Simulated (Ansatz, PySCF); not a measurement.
Species: Si₂O₂ (charge 0, singlet). SMILES: o1[si]2o[si]1=2
Geometry from a B3LYP-D3(BJ)/def2-TZVP (Ansatz, a program for electronic structure) optimisation:
```
O
Si 1 1.6993
Si 1 1.6993 2 92.72
O 3 1.6993 1 87.28 2 0.00
```

Wanted: vertical electron affinity (to the doublet state of charge -1; a negative value means that the extra electron is unbound and the number depends on the basis; each state is the SCF solution reached for its spin; for the doublet the Hartree-Fock reference is unstable and T1 is 0.021; for the singlet the Hartree-Fock reference is unstable and T1 is 0.017), in eV. Correlated levels leave the core frozen unless marked. Open shells are spin-unrestricted. No spin-orbit coupling. No relativistic terms. Anions need diffuse functions: aug- sets have them; def2-D sets add few. 

| level | program | vertical electron affinity (eV) |
|---|---|---|
| r2SCAN/def2-TZVPD | Ansatz | 0.86 |
| B3LYP/def2-TZVPD | Ansatz | 0.65 |
| PBE0/def2-TZVPD | Ansatz | 0.68 |
| BHLYP/def2-TZVPD | Ansatz | 0.37 |
| M06-2X/def2-TZVPD | PySCF | 0.45 |
| wB97X/def2-TZVPD | Ansatz | 0.42 |
| RI-MP2/aug-cc-pV(T+d)Z | Ansatz | 0.24 |
| RI-MP2/aug-cc-pV(Q+d)Z | Ansatz | 0.26 |
| CCSD/aug-cc-pV(D+d)Z | Ansatz | 0.25 |
